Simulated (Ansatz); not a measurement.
Geometry optimisation, Ansatz, RKS CAM-B3LYP-D4/def2-SVP.

Input:

```yaml
crystal:
  periodic: [false, false, false]
  atoms:
    - { symbol: B, position_ang: [0.0, 0.0, 0.0] }
    - { symbol: F, position_ang: [0.0, 0.0, 1.32] }
    - { symbol: "N", position_ang: [1.3423, 0.0, -0.775] }
    - { symbol: H, position_ang: [1.8089, -0.9179, -1.0268] }
    - { symbol: H, position_ang: [1.7937, 0.9179, -1.0532] }
    - { symbol: F, position_ang: [-1.1431, 0.0, -0.66] }
basis:
  gaussian: { orbitals: def2-SVP }
hamiltonian:
  xc: cam_b3lyp
  dispersion: d4
relax:
  f_tol: 0.02
  max_steps: 40
```

Launched with:

```bash
$ ansatz run input.yaml --threads 2 --pin off --max-ram 3072MiB --backend cpu --events-out ev --progress --plain --runs-dir out
```

**Question.** Where does it end, and by what steps?

**Answer.** The run converged. After 6 steps the energy has fallen by 1.226 eV; H5 moved furthest, 0.84 Å.

| step | energy less start (eV) | largest force component (eV/Å) | accepted |
| --- | --- | --- | --- |
| 0 | 0.0000 | 3.137 | yes |
| 1 | -0.3181 | 1.776 | yes |
| 2 | -0.4648 | 2.259 | yes |
| 3 | -0.6813 | 2.477 | yes |
| 4 | -1.0458 | 1.184 | yes |
| 5 | -1.2151 | 0.240 | yes |
| 6 | -1.2257 | 0.010 | yes |

```xyz
6
Properties=species:S:1:pos:R:3
B 0.073 0.000 -0.042
F -0.044 -0.606 1.133
N 1.279 0.000 -0.739
H 2.108 -0.459 -0.387
H 1.389 0.459 -1.632
F -1.003 0.606 -0.529
```

Whether the end is a true minimum wasn't checked by a vibrational analysis.

The run took 55 s on 2 threads of Intel(R) Xeon(R) Processor @ 2.50GHz (Skylake/Cascade Lake) (shared host), peak memory 0.14 GiB.
